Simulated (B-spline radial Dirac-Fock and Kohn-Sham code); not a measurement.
**Dipole and non-dipole photoemission parameters of Ce⁴⁺ 2s**

System: Ce⁴⁺, configuration [Kr] 4d10 5s2 5p6; threshold 6569.5 eV (orbital energy of the model). Calculated with a radial B-spline solver, using Dirac-Hartree-Slater photoionisation with a Latter tail; cross sections with all multipoles, angular parameters from the dipole term and its interference with E2.

For linearly polarised light dσ/dΩ = σ/(4π) [1 + β P₂(cos θ) + (δ + γ cos²θ) sin θ cos φ], with θ from the polarisation vector and φ the angle between the beam and the projection of the electron momentum on the plane normal to the polarisation.

```
hν (eV)  σ (kb)      β       γ
   7640    14.7  1.983   0.305
 8047.8    13.4  1.984   0.149
   9160    10.6  1.984  -0.056
   9760    9.44  1.985  -0.094
  12500       ?      ?       ?
  13900    4.74  1.986   0.105
  15000    4.06  1.986   0.208
```

Task: Give the values at 12500 eV.

Result: σ = 5.87 kb, β = 1.985, γ = -0.009. For an s subshell δ is negligible.
